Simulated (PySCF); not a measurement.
C6H4FI.
Bonds: F1–C2, C2–C3 (aromatic), C3–C4 (aromatic), C4–C5 (aromatic), C5–C6 (aromatic), C6–C7 (aromatic), C7–I8, C2–C7 (aromatic). Hydrogens: H9 on C3; H10 on C4; H11 on C5; H12 on C6.

A GFN2-xTB structure was refined with PBE0-D3(BJ)/def2-SVP geometry optimisation, gas phase, def2 core potentials past Kr (PySCF 2.14.0). Its GFN2-xTB values:

```
coordinate  GFN2-xTB
     F1–C2   1.374 Å
     C2–C3   1.398 Å
     C2–C7   1.396 Å
     C3–C4   1.363 Å
     C3–H9   1.064 Å
     C4–C5   1.359 Å
    C4–H10   1.115 Å
     C5–C6   1.383 Å
    C5–H11   1.085 Å
     C6–C7   1.397 Å
    C6–H12   1.081 Å
     C7–I8   2.115 Å
  F1–C2–C3    119.7°
  F1–C2–C7    118.9°
  C2–C3–C4    117.3°
  C2–C7–C6    118.5°
  C2–C7–I8    120.7°
  C3–C2–C7    121.5°
  C3–C4–C5    123.2°
  C5–C6–C7    119.8°
```

How do these coordinates change at the PBE0-D3(BJ)/def2-SVP level?

```tsv
coordinate	PBE0-D3(BJ)/def2-SVP (Å or °)	change
F1–C2	1.326	-0.048
C4–C5	1.394	+0.035
C3–C4	1.392	+0.029
C3–H9	1.092	+0.028
C7–I8	2.092	-0.023
C4–H10	1.092	-0.023
C6–H12	1.092	+0.011
C5–C6	1.393	+0.010
C2–C3	1.390	-0.008
C5–H11	1.092	+0.007
C6–C7	1.395	-0.002
C2–C7	1.395	-0.001
C3–C4–C5	120.2	-3.0
C2–C3–C4	119.5	+2.2
F1–C2–C7	120.2	+1.3
C2–C7–I8	119.7	-1.0
C2–C7–C6	119.3	+0.8
C3–C2–C7	120.8	-0.7
F1–C2–C3	119.0	-0.7
C5–C6–C7	120.1	+0.3
```

The energy falls by 3.6 kcal/mol over 9 energy and gradient evaluations, the largest force component goes from 0.0578 to 3.1e-04 Eh/bohr, and the atoms move by 0.024 Å rms after alignment. The bond that changes most is F1–C2 (aryl fluorine to aromatic C–F carbon), which shortens by 0.048 Å. Bonds longer at the end by more than 0.005 Å: 6 of 12; shorter: 4. Rotational constants go from 2810, 726.8, 577.5 to 2831, 732.7, 582.1 MHz.

The run used 144 basis functions and 70 SCF cycles in all.

No PBE0-D3(BJ)/def2-SVP frequencies stand behind this structure, so it isn't proved a minimum.
